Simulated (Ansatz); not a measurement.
Ideal-gas functions of AlI (`[Al][I]`) at 400 K and 1 bar, from an Ansatz frequency run at PBE0-D4/def2-TZVP.

Molar mass 153.89 g/mol, point group C∞v (symmetry number 1), electronic degeneracy 1, moments of inertia 144.922 u Å². Harmonic wavenumbers (cm⁻¹, unscaled): 313.

Use S(trans) = R[1.5 ln M + 2.5 ln T − 1.1517]; rotational temperatures θ = 24.2544 K / I; S(rot) = R[ln(T/σθ) + 1]; for each mode x = 1.438777 ν̃/T, S = R[x/(eˣ − 1) − ln(1 − e⁻ˣ)] and H = RT x/(eˣ − 1); 1 cm⁻¹ = 0.0119627 kJ/mol; R = 8.31446 J/(mol·K).

By hand: the entropy, in J/(mol·K).

Translation 177.8. Rotation: θ = 0.1674 K, giving 73.0. Vibration, mode by mode: 7.75, in all 7.8. Electronic 0.0. Sum 258.6 J/(mol·K).

By hand: H − E and G − E in kJ/mol, counted from the electronic energy.

Zero-point energy ½ × 313 × 0.0119627 = 1.9; thermal vibration 1.8; translation, rotation and pV give 3.5 RT = 11.6. H − E = 15.3 kJ/mol, and G − E = 15.3 − 400 × 258.6/1000 = -88.1 kJ/mol.

Vibration gives 3 % of the entropy.
